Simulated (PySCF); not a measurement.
# Energy of Ta (tantalum, neutral) between two integer charges

The 6s beta orbital of [Xe] 4f14 5d3 6s2 is emptied in steps (occupation f), with all orbitals relaxed, ending at [Xe] 4f14 5d3 6s1. All numbers are calculated (PySCF 2.14, scalar relativity through the core potential, in def2-TZVPPD with the def2 core potential (60 electrons) (6s5p3d2f1g, 59 functions)). The exact energy is a straight line in f; departures are measured from the line between the end points of the same method.

| f | B3LYP (eV) |
| --- | --- |
| 1 | 0.000 |
| 0.75 | -0.424 |
| 0.5 | -0.570 |
| 0.25 | -0.430 |
| 0 | 0.000 |

For B3LYP, how does the orbital energy at f = 1 compare with the removal energy?

−ε = 5.214 eV against a total-energy difference of 7.458 eV. By Janak's theorem ε = ∂E/∂f, so the gap between them reflects the curvature. Along the path −ε is 6.313 (f = 0.75), 7.441 (f = 0.5), 8.600 (f = 0.25) eV.

Reference removal energy between the ground levels: 7.550 eV (measured; NIST Atomic Spectra Database, ionization energies). The calculation has no spin-orbit coupling.
